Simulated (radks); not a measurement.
The beryllium ion Be2+, [He]. Method: non-relativistic Kohn-Sham, PBE, spin-polarised, spherical densities, point nucleus; computed with a radial shooting solver on a logarithmic mesh with Libxc functionals. Every spin shell is full or empty, so the densities are truly spherical. Functionals are evaluated on that one density, not self-consistently. Rank these exchange functionals by their error against the exact value of the orbitals, and give that value: LDA, PBE, PBEsol, revPBE, OPTX, WC, SOGGA, B86b, EV93, TPSS, MS2, Tao-Mo, TASK, MVS.

Answer. Exact: -2.26464 hartree. From best to worst, with 100 (|E| - |E exact|)/|E exact| (equal figures are ties): revPBE -0.12, TPSS +0.24, OPTX -0.25, TASK +0.26, MVS +0.29, MS2 +0.35, Tao-Mo +0.35, B86b -0.62, PBE -1.58, WC -3.61, EV93 +4.35, PBEsol -5.95, SOGGA -6.17, LDA -14.00.
